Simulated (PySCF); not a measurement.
HfFH3, SMILES [F][HfH3], multiplicity 1.

The structure is a stationary point at r2SCAN-D4/def2-TZVP. The multiplicity is an assumed one; no other spin state was optimised. The structure was generated by enumeration; whether it is a known compound was not checked. The def2 effective core potentials stand for the cores of Hf; spin–orbit coupling is left out.

Computed with PBE/def2-TZVPD (PySCF).

The molecule is in vacuum.

The total energy is -149.64901 hartree and the point group is C3v. The highest occupied level is -7.17 eV and the lowest empty level comes out as -2.89 eV. The orbital gap comes out as 4.28 eV, the dipole moment is 0.52 D and the quadrupole, principal values (traceless, Buckingham form, about the centre of nuclear charge) is -0.27, -0.27, 0.54 D·Å. The mean static polarisability comes out as 49.2 bohr³ (7.30 Å³) and the polarisability, principal values is 46.8, 50.5, 50.5 bohr³.
